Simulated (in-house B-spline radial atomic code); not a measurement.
The numbers below are computed, except where a source is named.
Sn ion on O atom: potential, deflection and energy transfer

The pair potential comes from two frozen, spherical free-atom densities (PBE, B-spline radial code, scalar-relativistic past argon): electrostatics plus the change in Thomas-Fermi kinetic and Dirac exchange energy where they overlap, the recipe behind the universal ZBL potential, which averages such potentials (from solid-state densities) over many pairs. It is written V = (Z1 Z2 e²/r) φ(r/a), with e² = 14.3996 eV·Å and a = 0.46850 Å/(Z1^0.23 + Z2^0.23); ZBL's fit is φ = 0.18175 e^(−3.1998x) + 0.50986 e^(−0.94229x) + 0.28022 e^(−0.4029x) + 0.02817 e^(−0.20162x). Where φ falls below 4e-4 it is continued as an exponential.

Masses 118.71 and 16.0 u.

```tsv
x = r/a	φ, this pair	φ, ZBL
0.1	0.8847	0.8928
0.25	0.7609	0.7647
0.5	0.6103	0.6096
1	0.421	0.4164
1.5	0.3049	0.2995
2	0.229	0.2218
3	0.138	0.1292
4	0.0875	0.08026
5	0.05652	0.05224
6.5	0.03131	0.02914
8	0.01856	0.01705
10	0.009501	0.008778
12	0.004925	0.00474
14.5	0.002265	0.002328
17	0.001102	0.001212
```

At x = 3 the electrostatic, kinetic and exchange parts are 957.74, 1456.06 and -110.77 eV. Find r, V and φ.

a = 0.46850/(2.4590 + 1.6133) = 0.11505 Å, so r = 0.34514 Å. V = 957.74 + 1456.06 + (-110.77) = 2303.03 eV. The bare repulsion is 50 × 8 × 14.3996/0.34514 = 16689 eV, so φ = 0.1380, +6.8 % against ZBL's 0.1292. The kinetic (Pauli) term is 63 % of V here.

The ion comes in at 42.15 keV with impact parameter 0.2301 Å. The scattering integral gives a centre-of-mass angle of 58.71° and a closest approach of 2.866 a. What are the reduced energy, the energy passed on and the laboratory angles?

ε = E a M2/(Z1 Z2 e² (M1 + M2)) = 42150 × 2.3723e-06 = 0.1. The most that one collision can pass on is γE with γ = 4 M1 M2/(M1 + M2)² = 0.4187. Here T = γE sin²(θ/2) = 0.4187 × 42150 × 0.2403 = 4241 eV. The ion turns by arctan(sin θ/(cos θ + M1/M2)) = 6.1°, and the struck atom leaves at (180° − θ)/2 = 60.6°. The closest approach is 0.330 Å. With ZBL the angle would be 57.39° and T = 4069 eV.
